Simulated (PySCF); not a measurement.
Input for PySCF:
```python
from pyscf import gto, scf, dft

mol = gto.M(
    atom='''
Si    0.02321541    0.38853911   -0.12992618
F    -0.08033676    0.91651971    1.39526714
O     1.24024598   -0.63990782   -0.28627525
C     2.59244730   -0.42441933   -0.00978105
O    -1.21872361   -0.55881561   -0.48103385
C    -2.58043618   -0.25149609   -0.42864738
H     0.12481362    1.62071358   -0.89082195
H     3.10600168   -1.38252077   -0.09005786
H     2.72746975   -0.02255760    0.99623080
H     3.02270162    0.27746369   -0.72771966
H    -2.84270350    0.45760229   -1.21696431
H    -2.84752410    0.18332612    0.53630518
H    -3.13698957   -1.17697240   -0.57636628
''',
    basis='pcseg-0',
    verbose=4,
    max_memory=1800,
)

mf = dft.RKS(mol)
mf.xc = 'b3lyp'
mf = mf.density_fit(auxbasis='def2-universal-jkfit')
mf.kernel()
```

**Question.** Predict the dipole moment from PySCF with DF-B3LYP/pcseg-0.

**Answer.** 1.56 D

**Question.** What is the computed nuclear repulsion energy (DF-B3LYP/pcseg-0)?

**Answer.** 338.0974 Eh

**Question.** Give the HOMO-LUMO gap at the level DF-B3LYP/pcseg-0.

**Answer.** 9.38 eV

**Question.** What is the computed HOMO energy (DF-B3LYP/pcseg-0)?

**Answer.** -7.86 eV

**Question.** What is the computed number of basis functions (DF-B3LYP/pcseg-0)?

**Answer.** 72
